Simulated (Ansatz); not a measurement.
Two isomers of CH8OSi2: A = `CO[SiH2][SiH3]`, B = `C[SiH](O)[SiH3]`.

Gas-phase electronic energies from Ansatz, PBE0-D4/def2-TZVP geometries. CBS: MP2 limit from def2 TZ/QZ plus the TZ coupled-cluster correction, frozen cores. DFT in def2-TZVPP. B3LYP here is the variant with VWN-RPA as its local correlation; programs differ in this. Each species was taken in one conformer, which may not be the lowest.

Task: Which isomer does CCSD(T)/CBS put lower? Give the gap. (Estimate.)

Result: Computed: B, by 100.8 kJ/mol.

Task: Give E(B) − E(A) in kJ/mol with PBE0-D4, B2PLYP, LDA (SPW92), PBE-D4, B3LYP-D4, MP2/def2-TZVPP, B3LYP. (Estimate.)

Result: The calculation gave: PBE0-D4 -99.5, B2PLYP -95.0, LDA (SPW92) -99.0, PBE-D4 -98.0, B3LYP-D4 -92.8, MP2/def2-TZVPP -103.9, B3LYP -90.8. None reverses the order clearly.

Task: Does the order hold for the free energy at 298.15 K (harmonic terms from PBE0-D4)? (An estimate is asked.)

Result: Computed: Yes: G(B) − G(A) = -99.2 kJ/mol, for one conformer each.

Largest T1 diagnostic: 0.012.

Leaving LDA and LC-ωPBE aside and taking each functional with its dispersion term where it has one, the values, not all of them listed here, spread over 10.6 kJ/mol, from r2SCAN0-D4 to BLYP-D4. At CCSD(T), def2-SVP lies +22.9 kJ/mol from the extrapolated value and def2-TZVPP +3.7 kJ/mol.
